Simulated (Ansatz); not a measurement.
C3H9NSi can be A, `CC([SiH3])C=N`, or B, `CC(C)=N[SiH3]`.

Calculated with Ansatz (gas phase, PBE0-D4/def2-TZVP geometries, no zero-point term in ΔE). CCSD(T)/CBS is the MP2 limit (def2-TZVPP, def2-QZVPP) plus CCSD(T) − MP2 in def2-TZVPP, frozen cores. Functionals use def2-TZVPP. B3LYP here is the variant with VWN-RPA as its local correlation; programs differ in this. One conformer a species, not always the lowest.

Problem. Which isomer does CCSD(T)/CBS put lower? Give the gap. (Best estimate.)

Solution. The calculation gave: B, by 59.3 kJ/mol.

Problem. Give E(B) − E(A) in kJ/mol with HF/def2-TZVPP, MP2/def2-TZVPP, B3LYP, PBE0-D4, PBE-D4, CCSD(T)/def2-TZVPP, B3LYP-D4. (An estimate is asked.)

Solution. Ansatz gave: HF/def2-TZVPP -72.5, MP2/def2-TZVPP -60.2, B3LYP -66.3, PBE0-D4 -59.8, PBE-D4 -58.0, CCSD(T)/def2-TZVPP -57.2, B3LYP-D4 -65.6. None reverses the order clearly.

Largest T1 diagnostic: 0.012.

In def2-TZVPP, CCSD(T) changes the Hartree–Fock value by +15.3 kJ/mol (the triples alone add +1.2 kJ/mol) and MP2 by +12.3 kJ/mol.
